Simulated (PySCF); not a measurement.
C6H5, SMILES [c]1ccccc1 (connectivity only; charge and spin as stated), charge +1, multiplicity 1.

Geometry: B3LYP-D3(BJ)/def2-SVP. The spin state was assumed, not searched. The isomer is the one that the SMILES or the coordinates give; other isomers of the formula were not compared.

Calculation: PySCF with ωB97X/def2-TZVP.

Symmetry labels are those of the subgroup C2v that the program uses (full group C2v).

Computed valence orbital energies around the gap with their symmetry:
| orbital | symmetry | energy (eV) |
|---|---|---|
| HOMO−7 | B2 | -22.36 |
| HOMO−6 | A1 | -21.24 |
| HOMO−5 | B2 | -20.70 |
| HOMO−4 | B1 | -20.09 |
| HOMO−3 | A1 | -19.09 |
| HOMO−2 | B2 | -18.75 |
| HOMO−1 | B1 | -15.91 |
| HOMO | A2 | -15.73 |
| LUMO | A1 | -7.06 |
| LUMO+1 | A2 | -4.50 |
| LUMO+2 | B1 | -3.83 |
| LUMO+3 | A1 | -0.81 |
